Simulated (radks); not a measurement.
Results of a calculation; reference values are marked as such.
Coulomb parameter of the 4f shell of the gadolinium ion Gd3+ in the model configuration [Xe] 4f5 6p2, as a second difference U = [E(n + 0.25) + E(n - 0.25) - 2 E(n)] / (0.25)^2 with all orbitals relaxed. "Bare": the charge of the atom changes with n. "Screened": the 6p shell takes up the change at fixed total charge, which measures U(4f,4f) + U(6p,6p) - 2 U(4f,6p). Level of theory: Dirac Kohn-Sham, PBE, spin-unpolarised, spherical densities, finite nucleus; open shells are shared between the two j in proportion to 2j + 1; Fermi nuclear charge, rms radius 5.1569 fm (a radial shooting solver on a logarithmic mesh with Libxc functionals).

| case | configuration | E - E(n) (eV) |
|---|---|---|
| start | [Xe] 4f5 6p2 | 0.000 |
| bare +0.25 | [Xe] 4f5.25 6p2 | -13.724 |
| bare -0.25 | [Xe] 4f4.75 6p2 | 15.055 |
| screened +0.25 | [Xe] 4f5.25 6p1.75 | -8.533 |
| screened -0.25 | [Xe] 4f4.75 6p2.25 | 9.212 |

U(bare) = 21.294 eV, U(screened by 6p) = 10.862 eV.
